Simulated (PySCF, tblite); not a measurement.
Isomers of C4H7ClFSi (doublet state), one GFN2-xTB conformer each. Single-point energies are computed at B3LYP/pcH-1 (PySCF, gas phase, no added dispersion term), electronic only. GFN2-xTB treats the open shell by occupation alone, and not every SCF solution was tested for stability.

**Question.** Rank them by B3LYP/pcH-1 energy, lowest first (kJ/mol).
A. `[F:1][C@@H:2]1[CH:3][C@H:4]1[SiH2:5][CH2:6][Cl:7]` (doublet state) with C3–C4–Si5–C6 -94°, C4–Si5–C6–Cl7 -63°
B. `[F:1][C:2]1[CH2:3][SiH2:4][CH2:5][C@@H:6]1[Cl:7]` (doublet state) with F1–C2–C3–Si4 -177°, C2–C3–Si4–C5 -11°, C3–Si4–C5–C6 25°, Si4–C5–C6–Cl7 82°

**Answer.** B (0.0), A (167.2).

As drawn, the higher has a three-membered ring, which the lower lacks. GFN2-xTB itself gives, in the same order: 0.0, 175.2. Both levels put the same isomer lowest.

**Question.** What happens when harmonic zero-point energies from GFN2-xTB frequencies are added?

**Answer.** 
| SMILES | ZPE (kJ/mol) | electronic (kJ/mol) | with ZPE (kJ/mol) |
| --- | --- | --- | --- |
| F[C]1C[SiH2]C[C@@H]1Cl | 248.7 | 0.0 | 0.0 |
| F[C@@H]1[CH][C@H]1[SiH2]CCl | 242.6 | 167.2 | 161.1 |

The zero-point energies span 6.1 kJ/mol. The order is unchanged.
